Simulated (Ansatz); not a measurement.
Isolated molecules relaxed with PBE0-D4/def2-TZVP in Ansatz; ΔE leaves out vibrations. CCSD(T)/CBS is the MP2 limit (def2-TZVPP, def2-QZVPP) plus CCSD(T) − MP2 in def2-TZVPP, frozen cores. This one scheme is used for every species. Functionals use def2-TZVPP. For Ge outer-core shells are correlated without core-valence functions, which leaves a few kJ/mol of doubt a bond. Scalar relativity is left out up to krypton. One conformer a species, not always the lowest.

Reaction (formal exchange of groups at the Si–Si bond): `[GeH3][SiH2][SiH2][SiH2][GeH3]` + `NO` → `N[SiH2][GeH3]` + `O[SiH2][SiH2][GeH3]`

```csv
level,ΔE (eV)
r2SCAN,-3.38
HF/def2-TZVPP,-3.85
SCS-MP2/def2-QZVPP,-3.65
CCSD/CBS(def2),-3.54
```

Q: What does CCSD(T)/CBS give? (Best estimate.)

A: The calculation gave: -3.46 eV. The listed levels differ from it by 0.08, -0.39, -0.19, -0.08 eV.

Largest T1 diagnostic among the species: 0.013.

The D4 term adds +0.14 eV with B3LYP and +0.08 eV with PBE0; it sums over pairs of atoms, weighted by their polarisabilities, and B3LYP, whose exchange is more repulsive, gets the larger term. From PBE to PBE0 (25 % exact exchange), in def2-TZVPP and without D4, ΔE moves by −0.15 eV.

B3LYP here is the variant with VWN-RPA as its local correlation; programs differ in this.
